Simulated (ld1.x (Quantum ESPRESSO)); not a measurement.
# How hard is this manganese (Mn) PAW potential?

Mn (Z = 25), PAW, made with ld1.x (Quantum ESPRESSO) 7.5 (BP86, scalar-relativistic). Core [Ne], reference 3s2 3p6 3d5 4s1.5 4p0.5. Waves: 3s (bound): rcut 1.15, rcutus 1.35 bohr; 4s (bound): rcut 1.15, rcutus 1.35 bohr; 3p (bound): rcut 1.70, rcutus 1.95 bohr; 4p (bound): rcut 1.70, rcutus 1.95 bohr; 3d (bound): rcut 0.80, rcutus 1.10 bohr; 3d channel at 2.65 Ry: rcut 0.80, rcutus 1.10 bohr. Local part: all-electron potential smoothed inside 1.30 bohr (lloc = -1). Core correction: Bessel-smoothed model core inside 0.65 bohr. Augmentation charge: BESSEL, radius 0.65 bohr.

The pseudo-atom Hamiltonian at the reference potential is diagonalised in spherical Bessel functions j_l(qr) that vanish at 20 bohr, with q² up to the cutoff. All-electron valence levels (Ry): 3s -6.3803, 4s -0.4256, 3p -4.0816, 4p -0.1393, 3d -0.5672.

Q: How do the lowest levels (Ry) of each channel move with the cutoff, and are there ghosts?

A:

```
cutoff (Ry)     s #1     s #2     p #1     p #2    p #3     d #1    d #2    f #1    f #2  Σ f·Δε (mRy)
          8  -5.7849  -0.3352  -2.1396  -0.1066  0.0345   0.0346  0.1041  0.0943  0.2163       16004.3
         18  -6.3404  -0.4023  -4.0729  -0.1393  0.0286   0.0285  0.0890  0.0943  0.2163        3145.6
         40  -6.3798  -0.4236  -4.0815  -0.1393  0.0286  -0.2537  0.0440  0.0943  0.2163        1572.4
         60  -6.3802  -0.4256  -4.0815  -0.1393  0.0286  -0.5264  0.0415  0.0943  0.2163         204.8
        110  -6.3803  -0.4256  -4.0816  -0.1393  0.0286  -0.5665  0.0412  0.0943  0.2163           4.0
        180  -6.3803  -0.4257  -4.0816  -0.1393  0.0286  -0.5672  0.0412  0.0943  0.2163           0.4
        400  -6.3803  -0.4257  -4.0816  -0.1393  0.0286  -0.5673  0.0412  0.0943  0.2163           0.0
```

Result: no extra level below or beside the all-electron valence levels (s, p, d, f tested); 10 mRy is reached at 90 Ry and 1 mRy at 140 Ry.
